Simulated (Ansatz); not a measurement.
Mulliken charges of CH2BBrO3, SMILES `OB1OC(Br)O1` from PBE/def2-TZVPP in Ansatz (PBE0-D4/def2-TZVP geometry).

```
atom   x (Å)   y (Å)   z (Å)  charge (e)
  O1  -0.782  -1.874  -0.582      -0.226
  B2  -0.249  -0.692  -0.271       0.326
  O3   1.028  -0.197  -0.518      -0.270
  C4   0.528   0.961   0.098       0.194
 Br5   1.488   1.441   1.709      -0.093
  O6  -0.757   0.448   0.357      -0.278
  H7  -1.694  -1.983  -0.304       0.216
  H8   0.529   1.839  -0.546       0.130
```

**Question.** By hand: the dipole of these point charges (1 e Å = 4.8032 D).

**Answer.** Σ q r = (-0.305, -0.010, -0.193) e Å, of length 0.361 e Å = 1.73 D.

**Question.** How does the dipole of the full density compare? (Estimate.)

**Answer.** Computed: (-0.437, -0.060, -0.149) e Å, 2.24 D; the point charges give 0.77 times that, at 15° from its direction.

Point charges leave out the atoms' own dipoles, such as those of lone pairs, and Mulliken's split depends on the basis, so the two needn't agree.
